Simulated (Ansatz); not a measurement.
Molecule: CsF (charge -1, doublet). 
Geometry from a B3LYP-D3(BJ)/def2-TZVP (Ansatz, a first-principles code) optimisation:
```
Cs
F 1 2.4946
```
Charge -1, spin multiplicity 2.

Basis-set convergence of Hartree-Fock and CCSD correlation energies (hartree) with Ansatz. Correlated levels leave the core frozen unless marked. Open shells are spin-unrestricted. No spin-orbit coupling. Frozen are the shells of the preceding noble gas and the d and f shells that filled before the atom's block. The outer core of K, Ca and their heavier congeners is not correlated, a term that matters for these elements. In def2 rows, elements after Kr have scalar-relativistic effective core potentials.

```csv
basis,functions,E(HF),"E(corr, CCSD)"
def2-SVPD,50,-119.26831,-0.21981
def2-TZVPPD,79,-119.38818,-0.27723
def2-QZVPPD,128,-119.39395,-0.29975
```

Extrapolating the two largest sets (X = 3 and 4) as X^-3: E(corr) = (64·(-0.29975) - 27·(-0.27723))/37 = -0.3162 Eh, an estimate of the basis-set limit. The largest set recovers 94.8 % of it, the smallest 69.5 %.
